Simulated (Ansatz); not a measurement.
Reaction (cleavage of the Ge–Ge bond): `[GeH3][GeH2][GeH2][GeH2][GeH2][GeH3]` + H–F → `[F][GeH2][GeH3]` + `[GeH3][GeH2][GeH2][GeH3]`

Calculated with Ansatz (gas phase, PBE0-D4/def2-TZVP geometries, no zero-point term in ΔE). CCSD(T)/CBS adds triple-zeta CCSD(T) − MP2 to the extrapolated MP2 energy (def2 sets, frozen cores). This one scheme is used for every species. Functionals use def2-TZVPP. HSE06 is defined as in plane-wave codes. For Ge outer-core shells are correlated without core-valence functions, which leaves a few kJ/mol of doubt a bond. Scalar relativity is left out up to krypton. One conformer a species, not always the lowest.

Problem. Is it downhill or uphill in electronic energy at CCSD(T)/CBS, and by how much? (Best estimate.)

Solution. Computed: Uphill: ΔE = +0.09 eV.

Problem. What do these levels give: r2SCAN-D4, ωB97M-V, PBE0, HSE06, HF/def2-TZVPP, SCS-MP2/def2-QZVPP? (An estimate is asked.)

Solution. Ansatz gave: r2SCAN-D4 -0.08, ωB97M-V -0.06, PBE0 -0.08, HSE06 -0.07, HF/def2-TZVPP -0.49, SCS-MP2/def2-QZVPP -0.05 eV.

Largest T1 diagnostic among the species: 0.012.

From r2SCAN to r2SCAN0 (25 % exact exchange), in def2-TZVPP and without D4, ΔE moves by +0.06 eV. Leaving LDA and LC-ωPBE aside and taking each functional with its dispersion term where it has one, the values, not all of them listed here, spread over 0.35 eV, from B97M-V to HSE06-D4. LDA lies +0.19 eV from PBE without D4.
